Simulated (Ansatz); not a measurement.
Relaxation of a periodic cell of 17 atoms, Ba16H (host Ba, host structure bcc, interstitial H), to a largest force component of 0.08 eV/Å in at most 25 steps.

All numbers below come from DFT PBE, scalar-relativistic, plane waves, PAW in Ansatz. Settings: accuracy low, cutoff 420 eV, k mesh 1x1x1, fermi-dirac smearing 0.15 eV, no spin polarisation.

```xyz
17
Lattice="10.0400 0.0000 0.0000 0.0000 10.0400 0.0000 0.0000 0.0000 10.0400" Properties=species:S:1:pos:R:3
Ba 0.000 0.000 0.000
Ba 5.020 0.000 0.000
Ba 0.000 5.020 0.000
Ba 0.000 0.000 5.020
Ba 2.510 2.510 2.510
Ba 5.020 5.020 0.000
Ba 5.020 0.000 5.020
Ba 7.530 2.510 2.510
Ba 0.000 5.020 5.020
Ba 2.510 7.530 2.510
Ba 2.510 2.510 7.530
Ba 5.020 5.020 5.020
Ba 7.530 7.530 2.510
Ba 7.530 2.510 7.530
Ba 2.510 7.530 7.530
Ba 7.530 7.530 7.530
H 2.581 0.010 6.324
```

Question: Where does it end, and by what steps?

Answer: The run converged. The threshold is loose, so the end isn't yet a minimum. Limits of this set-up: coarse k mesh, odd electron count without spin, low accuracy level. After 3 steps the energy has fallen by 0.168 eV; Ba7 moved furthest, 0.22 Å.

```csv
step,energy less start (eV),largest force component (eV/Å),accepted
0,0.0000,0.387,yes
1,-0.1248,0.186,yes
2,-0.1536,0.154,yes
3,-0.1677,0.073,yes
```

```xyz
17
Lattice="10.0400 0.0000 0.0000 0.0000 10.0400 0.0000 0.0000 0.0000 10.0400" Properties=species:S:1:pos:R:3
Ba -0.066 0.000 0.109
Ba 5.093 0.001 0.114
Ba -0.039 5.020 -0.006
Ba 0.190 0.004 4.955
Ba 2.513 2.578 2.399
Ba 5.072 5.021 -0.012
Ba 4.805 0.001 5.005
Ba 7.533 2.552 2.526
Ba 0.058 5.023 5.044
Ba 2.513 7.463 2.400
Ba 2.520 2.309 7.573
Ba 4.978 5.022 5.044
Ba 7.533 7.490 2.525
Ba 7.543 2.461 7.506
Ba 2.523 7.726 7.582
Ba 7.545 7.582 7.506
H 2.507 -0.002 6.294
```

Time of the run: 19 s on 2 threads of Arm Neoverse V1, with other jobs on the host, peak memory 0.79 GiB.
